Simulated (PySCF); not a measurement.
1-bromo-2,2-dichloro-1-fluoroethene (C2BrCl2F), SMILES ClC(=C(F)Br)Cl. Atoms are numbered in the order given.

```xyz
6

F      1.9580    -0.0705     0.0000
C      0.6444    -0.1221     0.0000
Br    -0.0532    -1.8450     0.0000
C     -0.0933     1.0011     0.0000
Cl     0.6805     2.5318     0.0000
Cl    -1.8021     0.9939     0.0000
```

The structure is a stationary point at PBE0-D3(BJ)/def2-SVP.

Two levels are set side by side: PBE/pcSseg-1 (PySCF) and HF/pcSseg-1 (PySCF). GIAO shifts against CFCl3 (¹⁹F), HCl (³⁵Cl), TMS (¹³C) at the same level; non-relativistic, no solvent, atoms listed together averaged. Without spin–orbit terms, shifts of atoms bonded to Cl or Br come out too high at both levels. Differences are taken from unrounded values.

```json
[
 {"quantity": "δ(¹⁹F) of F1 (ppm)", "HF": "-63.4", "PBE": "-90.2", "PBE minus HF": "-26.8"},
 {"quantity": "δ(¹³C) of C2 (ppm)", "HF": "160.2", "PBE": "157.5", "PBE minus HF": "-2.7"},
 {"quantity": "δ(¹³C) of C4 (ppm)", "HF": "130.4", "PBE": "126.8", "PBE minus HF": "-3.6"}
]
```

Rough cost on one machine, each run with all the roots and properties that it gave: HF against PBE within a factor of 2.
